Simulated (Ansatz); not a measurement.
Input file for Ansatz (a first-principles code): U-revPBE/def2-TZVPP on S (SMILES [S]).

Ansatz 0.2 input:
```yaml
crystal:
  periodic: [false, false, false]
  atoms:
    - {symbol: S, position_ang: [0.00000000, 0.00000000, 0.00000000]}
basis:
  gaussian:
    orbitals: def2-TZVPP
hamiltonian:
  xc: {name: revPBE}
magnetization: {spin_polarized: true, initial_magnetization: 2}
```

Task: What total energy does the run end on?

Result: -398.0416 hartree.
